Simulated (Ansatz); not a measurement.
Ansatz (an electronic-structure program) input for C2H2Cl2, SMILES C(=C/Cl)/Cl, PBE0/def2-SVPD. Coordinates come from a ωB97X-D3(BJ)/def2-SVP optimisation.

Ansatz 0.2 input:
```yaml
crystal:
  periodic: [false, false, false]
  atoms:
    - {symbol: Cl, position_ang: [0.00000000, 1.62627387, -0.45440655]}
    - {symbol: C, position_ang: [0.00000000, 0.66627265, 0.96953134]}
    - {symbol: C, position_ang: [0.00000000, -0.66627265, 0.96953135]}
    - {symbol: Cl, position_ang: [0.00000000, -1.62627388, -0.45440655]}
    - {symbol: H, position_ang: [0.00000000, 1.22583552, 1.90772334]}
    - {symbol: H, position_ang: [0.00000000, -1.22583550, 1.90772334]}
basis:
  gaussian:
    orbitals: def2-SVPD
hamiltonian:
  xc: {name: PBE0}
```

Log of the run:

```
WARN ansatz: RAYON_NUM_THREADS=1 ignored (pool sized by the plan → 1); use --threads N
Functional definition: PBE0
integrals: 0.05 GiB planned
1038 factors; their error is unknown
mean field: 0.40 GiB planned
mean field evaluation 1: about -27128.9801 eV, gradient 3.0e1 eV
mean field evaluation 2: about -27127.5174 eV, gradient 3.8e1 eV
mean field evaluation 4: about -27131.2496 eV, gradient 6.8e-1 eV
mean field evaluation 8: about -27131.3977 eV, gradient 1.7e-1 eV
mean field evaluation 16: about -27131.3978 eV, gradient 2.6e-5 eV
mean field -27131.39775708 eV, -997.0604772507 hartree, gradient 2.6e-5 eV, S^2 0.000000; 0 other end points of the search recorded, 0 dependent functions left out
reference -27131.39779253 eV, -997.0604785534 hartree; 24, 24 occupied and 86, 86 virtual orbitals, 1038 factors
Total energy: -27131.39779253 eV, -997.0604785534 hartree
```

The run converged.
